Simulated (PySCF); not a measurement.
PySCF input file for Cd(Me) (CH₃Cd), SMILES [CH3][Cd+], charge +1, PBE-D3(BJ)/def2-TZVP. Geometry: PBE-D3(BJ)/def2-TZVP. The spin state was assumed, not searched. The isomer is the one that the SMILES or the coordinates give; other isomers of the formula were not compared. The def2 effective core potentials stand for the cores of Cd; spin–orbit coupling is left out.

```python
import numpy as np
from pyscf import gto, scf, dft, df
from pyscf.hessian import thermo

mol = gto.M(
    atom='''
    Cd   -0.00000000    0.00000000   -0.35616410
    C    -0.00000000    0.00000000    1.81825248
    H     0.92345098    0.53315467    2.06212066
    H     0.00000001   -1.06630936    2.06212065
    H    -0.92345099    0.53315467    2.06212066
    ''',
    basis='def2-TZVP',
    ecp={'Cd': 'def2-tzvp'},
    charge=1,
    spin=0,
    max_memory=1600,
    verbose=3,
)
mf = dft.RKS(mol, xc='pbe').density_fit(auxbasis='def2-universal-jkfit')
mf.disp = 'd3bj'
mf.grids.level = 3
mf.conv_tol = 1e-11
mf.max_cycle = 100
mf.kernel()

# [left out here: the lines that compute and print the analytic Hessian (its translational invariance restored by hand, since the grid's response is missing), thermochemistry and intensities]
```

Log of the run:

```
converged SCF energy = -207.340616842831

WARN: DFTD3 does not support analytical Hessian, using finite difference


WARN: Mole.unit (angstrom) is changed to Bohr

Mode                                 0                   1                   2
Irrep
Freq [cm^-1]                      404.4176            752.0844            752.0954
Reduced mass [au]                   5.2678              1.0936              1.0936
Force const [Dyne/A]                0.5076              0.3645              0.3645
Char temp [K]                     581.8669           1082.0820           1082.0978
Normal mode                   x     y     z       x     y     z       x     y     z
       0  Cd                 0.00 -0.00  0.03   -0.01 -0.00  0.00   -0.00  0.01  0.00
       1   C                 0.00  0.00 -0.25    0.08  0.02  0.00    0.02 -0.08  0.00
       2   H                -0.01 -0.00 -0.20   -0.10 -0.00  0.72   -0.05  0.15 -0.24
       3   H                -0.00  0.01 -0.20   -0.16 -0.02 -0.15   -0.03  0.09  0.74
       4   H                 0.01 -0.00 -0.20   -0.12 -0.06 -0.56    0.01  0.14 -0.50
Mode                                 3                   4                   5
Irrep
Freq [cm^-1]                     1103.1009           1368.9513           1368.9564
Reduced mass [au]                   1.1565              1.0769              1.0769
Force const [Dyne/A]                0.8291              1.1890              1.1890
Char temp [K]                    1587.1165           1969.6161           1969.6235
Normal mode                   x     y     z       x     y     z       x     y     z
       0  Cd                 0.00 -0.00  0.00   -0.00  0.00  0.00   -0.00 -0.00  0.00
       1   C                -0.00  0.00  0.11   -0.02  0.07 -0.00   -0.07 -0.02  0.00
       2   H                 0.11  0.07 -0.52    0.38 -0.62 -0.04   -0.02 -0.18  0.21
       3   H                -0.00 -0.13 -0.52    0.24  0.10  0.20    0.71 -0.03 -0.07
       4   H                -0.11  0.07 -0.52   -0.32 -0.39 -0.16    0.22  0.52 -0.14
Mode                                 6                   7                   8
Irrep
Freq [cm^-1]                     3007.9491           3158.0592           3158.0651
Reduced mass [au]                   1.0178              1.1127              1.1127
Force const [Dyne/A]                5.4256              6.5383              6.5383
Char temp [K]                    4327.7690           4543.7440           4543.7525
Normal mode                   x     y     z       x     y     z       x     y     z
       0  Cd                 0.00  0.00 -0.00    0.00  0.00  0.00    0.00 -0.00 -0.00
       1   C                -0.00 -0.00 -0.03    0.06  0.07 -0.00    0.07 -0.06  0.00
       2   H                 0.48  0.28  0.12   -0.62 -0.35 -0.16   -0.19 -0.12 -0.05
       3   H                -0.00 -0.56  0.12    0.01 -0.55  0.13    0.01  0.51 -0.12
       4   H                -0.48  0.28  0.12   -0.14  0.10  0.04   -0.64  0.36  0.17
temperature 298.1500 [K]
pressure 101325.00 [Pa]
Rotational constants [GHz] 146.98363 7.49551 7.49551
Symmetry number 3
Zero-point energy (ZPE) 0.03434 [Eh]   90160.624 [J/mol]
                           tot       elec      trans        rot        vib
Entropy [J/mol/K]       255.221      0.000    169.205     79.534      6.481
Cv [J/mol/K]             39.333      0.000     12.472     12.472     14.390
Cp [J/mol/K]             47.648      0.000     20.786     12.472     14.390
Internal energy [J/mol]                      3718.434   3718.434  91561.127
Internal energy [Eh]   -207.30291  -207.34062
Enthalpy [J/mol]                             6197.391   3718.434  91561.127
Enthalpy [Eh]          -207.30197
Gibbs free energy [J/mol]                  -44251.091 -19994.643  89628.673
Gibbs free energy [Eh] -207.33095
mode   freq/cm-1   IR/(km/mol)
   1      404.42        16.475
   2      752.08        25.126
   3      752.10        25.126
   4     1103.10        68.439
   5     1368.95         4.575
   6     1368.96         4.575
   7     3007.95        20.642
   8     3158.06        19.935
   9     3158.07        19.935
max |gradient| / (hartree/bohr): 4.362866480529233e-05
APT charges: [0.7767 0.0942 0.043  0.043  0.043 ]
```

The calculation finished and met its thresholds.

Cost: roughly 18 core-seconds.
